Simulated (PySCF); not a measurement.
CH7FOSi2, SMILES CO[Si@@H](F)[SiH3].

The structure is a stationary point at B3LYP-D3(BJ)/def2-SVP. The structure was generated by enumeration; whether it is a known compound was not checked. The values are those of a single conformer.

Method: PBE/def2-TZVP (PySCF).

Gas-phase values at a fixed geometry.

```json
{
  "total_energy": "-796.03084 hartree",
  "highest_occupied_level": "-6.99 eV",
  "lowest_empty_level": "-1.00 eV",
  "orbital_gap": "5.99 eV",
  "dipole_moment": "1.42 D",
  "quadrupole, principal values (traceless, Buckingham form, about the centre of nuclear charge)": "-5.96, -0.96, 6.93 D·Å",
  "mean_static_polarisability": "73.4 bohr³ (10.87 Å³)",
  "polarisability_principal_values": "62.9, 67.2, 90.1 bohr³"
}
```
